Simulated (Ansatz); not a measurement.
C2H4InN can be A, `C#[C][InH][NH2]`, or B, `[InH2][C]1=NC1`.

Program: Ansatz. Geometries: PBE0-D4/def2-TZVP. ΔE: electronic, gas phase. CBS: MP2 limit from def2 TZ/QZ plus the TZ coupled-cluster correction, frozen cores. Functionals use def2-TZVPP. B3LYP here is the variant with VWN-RPA as its local correlation; programs differ in this. Elements past krypton have def2 core potentials. For In outer-core shells are correlated without core-valence functions, which leaves a few kJ/mol of doubt a bond. Each species was taken in one conformer, which may not be the lowest.

Question: Which is lower in electronic energy at CCSD(T)/CBS, and by how much? (Estimate.)

Answer: Computed: A, by 31.7 kcal/mol.

Question: Give E(B) − E(A) in kcal/mol with PBE0-D4, BLYP-D4, B3LYP-D4, HF/def2-TZVPP, MP2/def2-TZVPP, CCSD(T)/def2-TZVPP, PBE-D4. (Best estimate.)

Answer: The calculation gave: PBE0-D4 22.1, BLYP-D4 26.7, B3LYP-D4 27.2, HF/def2-TZVPP 31.3, MP2/def2-TZVPP 31.2, CCSD(T)/def2-TZVPP 29.3, PBE-D4 21.2. None reverses the order clearly.

Question: Does the order hold for the free energy at 298.15 K (harmonic terms from PBE0-D4)? (Estimate.)

Answer: The calculation gave: Yes: G(B) − G(A) = +31.3 kcal/mol, for one conformer each.

Largest T1 diagnostic: 0.016.

At CCSD(T), def2-SVP lies −10.8 kcal/mol from the extrapolated value and def2-TZVPP −2.4 kcal/mol. From BLYP to BHLYP (50 % exact exchange), in def2-TZVPP and without D4, E(B) − E(A) moves by +1.7 kcal/mol.
